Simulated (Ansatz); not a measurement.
Born–Oppenheimer molecular dynamics of Cl$_{2}$FHSi (5 atoms, charge 0, multiplicity 1). It starts from a relaxed structure.

All numbers below come from RKS PBE0/def2-SVP in Ansatz 0.2.0.

```yaml
ensemble: NVE (velocity Verlet)
time_step: 0.5 fs
steps_asked: 300
starting_velocities_drawn_for: 1000 K
seed: 558195
```

First frame:

```xyz
5
Properties=species:S:1:pos:R:3
Si 0.018 -0.031 0.000
H 0.004 -0.007 1.474
Cl 1.931 -0.004 -0.703
F -0.736 1.276 -0.556
Cl -0.961 -1.674 -0.703
```

Q: How far do the bonds stretch over the last three quarters of this one trajectory? (Pairs bonded in most of those frames.)

A: 
```json
{"bond": "Si1–H2", "mean (Å)": "1.485", "spread (Å)": "0.063", "shortest": "1.39", "longest": "1.57"}
{"bond": "Si1–Cl3", "mean (Å)": "2.041", "spread (Å)": "0.032", "shortest": "1.99", "longest": "2.13"}
{"bond": "Si1–F4", "mean (Å)": "1.617", "spread (Å)": "0.058", "shortest": "1.53", "longest": "1.71"}
{"bond": "Si1–Cl5", "mean (Å)": "2.041", "spread (Å)": "0.028", "shortest": "1.99", "longest": "2.08"}
```

Mean temperature of the second half: 482 K. The conserved energy stayed within 0.27 meV per atom of its start (net change 0.13 meV per atom), so the integration is sound. Over the second half the temperature averaged 0.48 of the 1000 K drawn at the start: a run that starts near a minimum puts about half its kinetic energy into the potential. A run of 0.15 ps of so small a system gives no equilibrium averages.

Run time: 9.1 min on 1 thread of Arm Neoverse V2, with other jobs on the host, peak memory 0.13 GiB.
